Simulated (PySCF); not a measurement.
## Spinor energies of Ta (tantalum, neutral)

Start: [Xe] 4f14 5d3 6s1 6p1; 5d5/2 filled at m_j = +1/2, +3/2, +5/2; 6s1/2 filled at m_j = +1/2; 6p3/2 filled at m_j = +3/2. Calculated with PySCF 2.14 in x2c-TZVPall-2c: generalised Hartree-Fock with the X2C-1e Hamiltonian and a Gaussian nucleus; spin-orbit coupling (SO) screened by Boettger's factors. This is a chosen level, not necessarily the ground level.

```json
{"spinor shell": "1s1/2", "electrons": "2", "ε, screened SO (eV)": "-67757.0", "weight of nominal j (screened SO)": "1.000", "rms radius, screened SO (bohr)": "0.0211"}
{"spinor shell": "2s1/2", "electrons": "2", "ε, screened SO (eV)": "-11779.5", "weight of nominal j (screened SO)": "1.000", "rms radius, screened SO (bohr)": "0.0853"}
{"spinor shell": "2p1/2", "electrons": "2", "ε, screened SO (eV)": "-11236.9", "weight of nominal j (screened SO)": "1.000", "rms radius, screened SO (bohr)": "0.0726"}
{"spinor shell": "2p3/2", "electrons": "4", "ε, screened SO (eV)": "-9961.1", "weight of nominal j (screened SO)": "1.000", "rms radius, screened SO (bohr)": "0.0799"}
{"spinor shell": "3s1/2", "electrons": "2", "ε, screened SO (eV)": "-2759.9", "weight of nominal j (screened SO)": "1.000", "rms radius, screened SO (bohr)": "0.218"}
{"spinor shell": "3p1/2", "electrons": "2", "ε, screened SO (eV)": "-2519.1", "weight of nominal j (screened SO)": "1.000", "rms radius, screened SO (bohr)": "0.210"}
{"spinor shell": "3p3/2", "electrons": "4", "ε, screened SO (eV)": "-2239.7", "weight of nominal j (screened SO)": "1.000", "rms radius, screened SO (bohr)": "0.225"}
{"spinor shell": "3d3/2", "electrons": "4", "ε, screened SO (eV)": "-1837.7", "weight of nominal j (screened SO)": "1.000", "rms radius, screened SO (bohr)": "0.199"}
{"spinor shell": "3d5/2", "electrons": "6", "ε, screened SO (eV)": "-1777.3", "weight of nominal j (screened SO)": "1.000", "rms radius, screened SO (bohr)": "0.203"}
{"spinor shell": "4s1/2", "electrons": "2", "ε, screened SO (eV)": "-595.09", "weight of nominal j (screened SO)": "1.000", "rms radius, screened SO (bohr)": "0.488"}
{"spinor shell": "4p1/2", "electrons": "2", "ε, screened SO (eV)": "-494.48", "weight of nominal j (screened SO)": "1.000", "rms radius, screened SO (bohr)": "0.497"}
{"spinor shell": "4p3/2", "electrons": "4", "ε, screened SO (eV)": "-429.52", "weight of nominal j (screened SO)": "1.000", "rms radius, screened SO (bohr)": "0.530"}
{"spinor shell": "4d3/2", "electrons": "4", "ε, screened SO (eV)": "-263.68", "weight of nominal j (screened SO)": "1.000", "rms radius, screened SO (bohr)": "0.557"}
{"spinor shell": "4d5/2", "electrons": "6", "ε, screened SO (eV)": "-251.46", "weight of nominal j (screened SO)": "1.000", "rms radius, screened SO (bohr)": "0.569"}
{"spinor shell": "5s1/2", "electrons": "2", "ε, screened SO (eV)": "-88.271", "weight of nominal j (screened SO)": "1.000", "rms radius, screened SO (bohr)": "1.19"}
{"spinor shell": "5p1/2", "electrons": "2", "ε, screened SO (eV)": "-56.117", "weight of nominal j (screened SO)": "0.970", "rms radius, screened SO (bohr)": "1.32"}
{"spinor shell": "5p3/2", "electrons": "4", "ε, screened SO (eV)": "-46.891", "weight of nominal j (screened SO)": "0.984", "rms radius, screened SO (bohr)": "1.42"}
{"spinor shell": "4f5/2", "electrons": "6", "ε, screened SO (eV)": "-42.625", "weight of nominal j (screened SO)": "0.992", "rms radius, screened SO (bohr)": "0.702"}
{"spinor shell": "4f7/2", "electrons": "8", "ε, screened SO (eV)": "-40.695", "weight of nominal j (screened SO)": "0.994", "rms radius, screened SO (bohr)": "0.706"}
{"spinor shell": "5d5/2", "electrons": "3", "ε, screened SO (eV)": "-10.253", "weight of nominal j (screened SO)": "0.724", "rms radius, screened SO (bohr)": "2.37"}
{"spinor shell": "6s1/2", "electrons": "1", "ε, screened SO (eV)": "-9.806", "weight of nominal j (screened SO)": "0.997", "rms radius, screened SO (bohr)": "3.55"}
{"spinor shell": "6p3/2", "electrons": "1", "ε, screened SO (eV)": "-4.916", "weight of nominal j (screened SO)": "1.000", "rms radius, screened SO (bohr)": "4.75"}
```

```csv
quantity,screened SO
E (hartree),-15610.26649
M_J,13/2
⟨J²⟩,48.770
⟨L²⟩,20.439
⟨S²⟩,8.725
```

Each row is a mean over spinors that exchange with the open shell spreads, by up to 5.624 eV (5p3/2).

Rows whose weight is well below 1 are mixtures of j = l ± 1/2: exchange outweighs spin-orbit coupling there, and the label is only the starting occupation.

Breit and QED terms are absent; they matter most for the inner s and p1/2 levels.

Densities and radii are taken from the X2C orbitals without a picture-change correction, which distorts them close to the nucleus.
